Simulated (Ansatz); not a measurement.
`O[SiH2]C(O)(F)F` + CH₄ → `C[SiH2]C(O)(F)F` + H₂O  (formal exchange of groups at the Si–O bond)

Program: Ansatz. Geometries: PBE0-D4/def2-TZVP. ΔE: electronic, gas phase. CCSD(T)/CBS adds triple-zeta CCSD(T) − MP2 to the extrapolated MP2 energy (def2 sets, frozen cores). This one scheme is used for every species. DFT in def2-TZVPP. Each species was taken in one conformer, which may not be the lowest.

`O[SiH2]C(O)(F)F`:

```xyz
10

O     2.055   -0.041    0.304
Si    0.670    0.829    0.342
C    -0.822   -0.279   -0.171
O    -0.755   -0.678   -1.458
F    -0.877   -1.381    0.656
F    -2.005    0.373    0.060
H     2.109   -0.828    0.850
H     0.812    1.931   -0.630
H     0.328    1.319    1.700
H    -1.515   -1.244   -1.653
```

CH₄:

```xyz
5

C     0.000    0.000    0.000
H     0.483    0.462    0.861
H     0.464    0.365   -0.916
H    -1.059    0.255   -0.003
H     0.113   -1.082    0.058
```

`C[SiH2]C(O)(F)F`:

Cartesian coordinates in Å:
```
C -0.625 1.225 1.126
Si 0.349 0.805 -0.403
C 0.191 -1.088 -0.736
O 0.660 -1.810 0.309
F 0.845 -1.453 -1.883
F -1.120 -1.426 -0.976
H -0.565 2.293 1.344
H -0.237 0.675 1.986
H -1.676 0.960 0.994
H -0.178 1.476 -1.617
H 1.797 1.094 -0.253
H 0.561 -2.751 0.109
```

H₂O:

Cartesian coordinates in Å:
```
O 0.040 0.371 -0.111
H -0.218 -0.377 -0.654
H 0.178 0.006 0.766
```

| level | ΔE (kJ/mol) |
| --- | --- |
| r2SCAN-D4 | 94.3 |
| B2PLYP | 98.8 |
| r2SCAN | 95.0 |
| MP2/def2-TZVPP | 93.5 |
| CCSD(T)/def2-TZVPP | 91.8 |
| MP2/def2-QZVPP | 92.3 |
| HF/CBS(def2) | 109.8 |
| CCSD/CBS(def2) | 91.4 |

(1) What does CCSD(T)/CBS give? (Best estimate.)

Largest T1 diagnostic among the species: 0.012.

Answers

(1) Ansatz gave: +89.6 kJ/mol. The listed levels differ from it by 4.7, 9.2, 5.4, 3.9, 2.2, 2.7, 20.2, 1.8 kJ/mol.

In def2-TZVPP, CCSD(T) changes the Hartree–Fock value by −17.6 kJ/mol (the triples alone add −1.8 kJ/mol) and MP2 by −16.0 kJ/mol. The D4 term adds −3.5 kJ/mol with B3LYP and −2.0 kJ/mol with PBE0; it sums over pairs of atoms, weighted by their polarisabilities, and B3LYP, whose exchange is more repulsive, gets the larger term.

B3LYP here is the variant with VWN-RPA as its local correlation; programs differ in this.
